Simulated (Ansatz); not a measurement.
Ansatz (a first-principles code) input (CCSD(T)/aug-cc-pVDZ):

Ansatz 0.2 input:
```yaml
crystal:
  periodic: [false, false, false]
  atoms:
    - {symbol: B, position_ang: [-0.63997598, -0.46592118, -0.04260013]}
    - {symbol: Br, position_ang: [-0.74773772, 1.20691781, -0.91323489]}
    - {symbol: Br, position_ang: [0.83916286, -1.14035765, 0.91932062]}
basis:
  gaussian:
    orbitals: aug-cc-pVDZ
magnetization: {spin_polarized: true, initial_magnetization: 1}
correlation: {method: ccsd_t, electrons: outside_noble_gas}
output: {forces: true}
```

Output:

```
Functional definition: HF
integrals: 0.20 GiB planned
1016 factors; integrals over basis functions are off by at most 6.8e-4 eV
mean field: 0.54 GiB planned
mean field evaluation 1: about -140667.1332 eV, gradient 9.5e0 eV
mean field evaluation 2: about -140667.1341 eV, gradient 9.5e0 eV
mean field evaluation 4: about -140668.3558 eV, gradient 2.4e0 eV
mean field evaluation 8: about -140668.5045 eV, gradient 4.8e-2 eV
mean field evaluation 16: about -140668.3548 eV, gradient 2.4e0 eV
mean field evaluation 32: about -140666.3382 eV, gradient 2.8e-3 eV
mean field -140668.50442966 eV, -5169.4721892530 hartree, gradient 2.9e-6 eV, S^2 0.756835; 1 other end points of the search recorded, 0 dependent functions left out
determinant -140668.50442966 eV, -5169.4721892530 hartree, with singles and doubles -140677.46036389 eV, -5169.8013137654 hartree
determinant -140666.33819766 eV, -5169.3925816953 hartree, with singles and doubles -140675.44319984 eV, -5169.7271843540 hartree
29 core orbitals not correlated
reference -140668.50442966 eV, -5169.4721892530 hartree; 9, 8 occupied and 57, 58 virtual orbitals, 1016 factors
densities: 0.55 GiB planned
second order -8.25676881 eV of doubles, -0.00000000 eV of singles
coupled cluster: 0.40 GiB planned
cycle   1  -8.96096202 eV  change   -1.9e-1 eV  update   1.8e-2
cycle   2  -8.97394266 eV  change   -1.3e-2 eV  update   5.6e-3
cycle   3  -8.97562480 eV  change   -1.7e-3 eV  update   2.8e-3
cycle   4  -8.97682467 eV  change   -1.2e-3 eV  update   1.1e-3
cycle   5  -8.97689756 eV  change   -7.3e-5 eV  update   4.2e-4
cycle   6  -8.97707631 eV  change   -1.8e-4 eV  update   1.4e-4
cycle   7  -8.97708543 eV  change   -9.1e-6 eV  update   5.3e-5
cycle   8  -8.97709957 eV  change   -1.4e-5 eV  update   2.3e-5
cycle   9  -8.97710070 eV  change   -1.1e-6 eV  update   9.3e-6
cycle  10  -8.97710162 eV  change   -9.2e-7 eV  update   3.4e-6
cycle  11  -8.97710253 eV  change   -9.2e-7 eV  update   1.2e-6
cycle  12  -8.97710232 eV  change    2.2e-7 eV  update   5.2e-7
perturbative correction -0.32718332 eV, -0.0120237651 hartree
the calculation of the forces begins
Total energy: -140677.80871529 eV, -5169.8141154434 hartree
Atom 0 at    -0.639976    -0.465921    -0.042600 Å, force    -0.255105    -0.185724    -0.016981 eV/Å
Atom 1 at    -0.747738     1.206918    -0.913235 Å, force    -0.034260     0.332208    -0.178371 eV/Å
Atom 2 at     0.839163    -1.140358     0.919321 Å, force     0.289365    -0.146484     0.195352 eV/Å
Dipole moment:     0.063644     0.046335     0.004236 e Å
```

It need not be the lowest isomer of its formula.
